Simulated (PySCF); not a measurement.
(Z)-1-bromo-2-chloroethene (C2H2BrCl), SMILES Cl/C=C\Br.

Geometry: B3LYP-D3(BJ)/def2-SVP.

Method: PySCF with B3LYP-D3(BJ)/def2-SVP.

Frequencies are harmonic and unscaled.

| mode | ν (cm⁻¹) | IR (km/mol) | Raman (Å⁴/amu) | depolarisation | moving atoms (share of kinetic energy) |
|---|---|---|---|---|---|
| 1 | 139 | 0.2 | 2.2 | 0.55 | Cl 59 %, Br 33 % |
| 2 | 399 | 0.9 | 3.5 | 0.75 | C 76 %, H 20 % |
| 3 | 514 | 5.8 | 5.0 | 0.60 | C 72 %, Br 14 %, Cl 9 % |
| 4 | 653 | 11.8 | 8.8 | 0.17 | C 70 %, Cl 18 % |
| 5 | 695 | 55.0 | 2.7 | 0.75 | H 81 %, C 18 % |
| 6 | 820 | 72.8 | 0.7 | 0.22 | C 67 %, H 18 %, Cl 14 % |
| 7 | 902 | 0.0 | 1.8 | 0.75 | H 79 %, C 21 % |
| 8 | 1181 | 2.0 | 21.3 | 0.69 | H 97 % |
| 9 | 1285 | 30.1 | 0.7 | 0.74 | H 79 %, C 21 % |
| 10 | 1652 | 35.7 | 33.5 | 0.14 | C 95 % |
| 11 | 3198 | 11.4 | 85.6 | 0.53 | H 92 % |
| 12 | 3223 | 2.3 | 156.2 | 0.19 | H 91 %, C 9 % |
